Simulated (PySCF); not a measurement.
These compounds are isomers of formula C5H9N3Si.

A. SMILES C1=NN(CC=C)N=C1[SiH3]
B. `[SiH3]n1nncc1C1CC1`
C. SMILES c1([SiH3])n(C=C)nnc1C
D. `Cc1nnc(C)c([SiH3])n1`

Spectrum 1. 13C{1H} NMR (computed): δ 155.1 (C), 129.6 (CH), 15.7 (CH2), 10.1 (CH).

Spectrum 2. 13C{1H} NMR (computed): δ 170.7 (C), 166.4 (C), 165.7 (C), 26.8 (CH3), 23.3 (CH3).

Spectrum 3. 13C{1H} NMR (computed): δ 147.9 (CH), 144.0 (CH), 139.1 (C), 124.8 (CH2), 60.9 (CH2).

Spectrum 4. 13C{1H} NMR (computed): δ 156.0 (C), 135.1 (CH), 126.4 (C), 111.1 (CH2), 14.4 (CH3).

- NMR shieldings at PBE0/pcSseg-1/GIAO
- GFN2-xTB geometry
- run in PySCF 2.14.0 with density-fitted response routines
- non-relativistic Hamiltonian, one conformer, no solvent, fast rotation and ring inversion assumed for equivalent nuclei

Scale: TMS for 13C (σref 186.93) (reference shieldings calculated alike). Shifts are as computed. Against solution values, carbons near 30 ppm lie about +3 ppm off and those near 130 ppm about +5 ppm. Of 1211 compounds with measured shifts, 218 miss one by over three times the rms of a fit or turn the order of signals round; such compounds aren't used in these exercises.

Q: Which spectrum belongs to which compound?

A: 1–B, 2–D, 3–A, 4–C.

- Spectrum 1 (B): 4 13C signals; δC 15.7 is a three-membered-ring carbon; δC 10.1 is a three-membered-ring carbon.
- Spectrum 2 (D): 5 13C signals; δC 26.8 is a methyl carbon on an aromatic ring; δC 23.3 is a methyl carbon on an aromatic ring.
- Spectrum 3 (A): 5 13C signals; δC 147.9 is an aromatic CH next to a ring nitrogen; δC 144.0 is an alkene CH.
- Spectrum 4 (C): 5 13C signals; δC 135.1 is an alkene CH; δC 111.1 is a terminal =CH2 carbon.
